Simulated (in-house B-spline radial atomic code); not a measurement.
Configurations of Fe, with energies counted from [Ar] 3d6 4s2. Method: scalar-relativistic (X2C) PBE0, spin-polarised, spherical fractional occupations, exact exchange averaged over the configuration, Fermi nucleus of rms radius 3.7377 fm. Calculated with a B-spline radial code for spherical atoms. Shells without spins written out take the highest spin.

Occupations are held fixed; configurations that lie above the ionisation limit could autoionise.

```json
{"configuration": "[Ar] 3d6 4s1 5d1", "E - E(ref) (eV)": "6.5652", "highest orbital": "5d up", "its <r> (bohr)": "18.17"}
{"configuration": "[Ar] 3d5 4s2 4d1", "E - E(ref) (eV)": "9.1409", "highest orbital": "4d up", "its <r> (bohr)": "9.013"}
{"configuration": "[Ar] 3d5 4s2 5d1", "E - E(ref) (eV)": "9.808", "highest orbital": "5d up", "its <r> (bohr)": "17.48"}
{"configuration": "[Ne] 3s2 3p5 3d7 4s2", "E - E(ref) (eV)": "52.998", "highest orbital": "4s down", "its <r> (bohr)": "3.092"}
{"configuration": "[Ne] 3s2 3p5 3d6 4s2 5p1", "E - E(ref) (eV)": "62.375", "highest orbital": "5p up", "its <r> (bohr)": "9.924"}
{"configuration": "[Ne] 3s2 3p5 3d6 4s2 4d1", "E - E(ref) (eV)": "62.652", "highest orbital": "4d up", "its <r> (bohr)": "9.021"}
```

(1) Order these further configurations by energy, lowest first.
A. [Ar] 3d5 4s2 5s1
B. [Ar] 3d6 4s1 5s1
C. [Ar] 3d5 4s2 4f1
D. [Ar] 3d6 4s1 4d1
E. [Ar] 3d6 4s1 4f1

(2) How far above the reference does [Ne] 3s2 3p5 3d6 4s2 4f1 lie?

## Answers

(1) B (4.9176 eV), D (5.9127 eV), E (6.6749 eV), A (8.0707 eV), C (9.9506 eV).

(2) 63.461 eV; its least bound orbital is 4f up with <r> = 16.75 bohr.
